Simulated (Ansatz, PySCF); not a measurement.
H₂Sb, SMILES [SbH2+] (connectivity only; charge and spin as stated), charge +1, multiplicity 1.

The structure is a stationary point at B3LYP-D3(BJ)/def2-TZVPD. The def2 effective core potentials stand for the cores of Sb; spin–orbit coupling is left out.

Vertical ionisation energy (IE) and electron affinity (EA) in eV. Rows of orbital energies are one-electron estimates. Where ΔSCF, EOM or ADC give a negative EA the extra electron is unbound and the value depends on the basis.

```
level                                                                    IE    EA
--------------------------------------------------------------------  -----  ----
−ε(HOMO), −ε(LUMO), ωB97X/def2-TZVPD (PySCF)                          17.28  8.91
−ε(HOMO), −ε(LUMO), HF/def2-TZVPD (PySCF)                             17.42  7.66
−ε(HOMO), −ε(LUMO), PBE/def2-TZVPD (PySCF)                              [?]   [?]
ΔSCF, PBE0/def2-TZVPD (Ansatz), final states of multiplicity 2 and 2  17.70  8.74
ΔSCF, PBE/def2-TZVPD (Ansatz), final states of multiplicity 2 and 2   17.68  8.67
```

Task: Some entries are withheld; supply them. (An estimate is asked for; the answer gives what the named calculation found.)

Result: 
- −ε(HOMO), −ε(LUMO), PBE/def2-TZVPD (PySCF), IE: 13.98
- −ε(HOMO), −ε(LUMO), PBE/def2-TZVPD (PySCF), EA: 12.01

Task: What vertical singlet–triplet gap does ΔSCF give with PBE0/def2-TZVPD (Ansatz, a first-principles code) and with PBE/def2-TZVPD (Ansatz)? (The exact figures need the calculation; the answer reports its results.)

Result: 1.52 and 1.58 eV (triplet above singlet where positive).
